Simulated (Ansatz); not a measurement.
Ligand exchange: BH2I + H2S → BH2(SH) + HI

Species: BH2I `BI`, singlet; H2S (hydrogen sulfide) `S`, singlet; BH2(SH), singlet; HI (hydrogen iodide), singlet. The partners trade I for SH: B–I and H–SH bonds give way to B–SH and H–I.

Shapes, held fixed at every level: PBE0-D4/def2-TZVP. Programs: Ansatz 0.2.0. The zero-point and thermal change to 298 K, harmonic and unscaled (PBE0-D4/def2-TZVP), is -0.1 kJ/mol.

```
                level                    kind  ΔH(298 K) (kJ/mol)  less CCSD(T)/def2-TZVPP  CPU time (sum over the molecules)
     SPW92/def2-TZVPP                     LDA               -38.0                    -12.3                                3 s
r2SCAN0-D4/def2-TZVPP           global hybrid               -29.4                     -3.7                              9.6 s
   wB97M-V/def2-TZVPP  range-separated hybrid               -30.3                     -4.6                               17 s
     CCSD(T)/def2-SVP   coupled cluster or CI               -36.6                    -10.9                              3.5 s
        CCSD/def2-SVP   coupled cluster or CI               -35.5                     -9.8                                  –
      CCSD/def2-TZVPP   coupled cluster or CI               -25.4                     +0.3                                  –
   CCSD(T)/def2-TZVPP   coupled cluster or CI               -25.7                      0.0                               15 s
```

The highest level, CCSD(T)/def2-TZVPP, gives ΔH(298 K) = -25.7 kJ/mol; the levels span -38.0 to -25.4. The column of differences is taken from that level and isn't an error. No measured value is set beside it here. For atoms past krypton def2 sets carry core potentials with scalar relativity. Correlated rows may include outer-core shells of I, which these sets cover unevenly. Times are processor times on shared x86 and Arm servers, and rough.
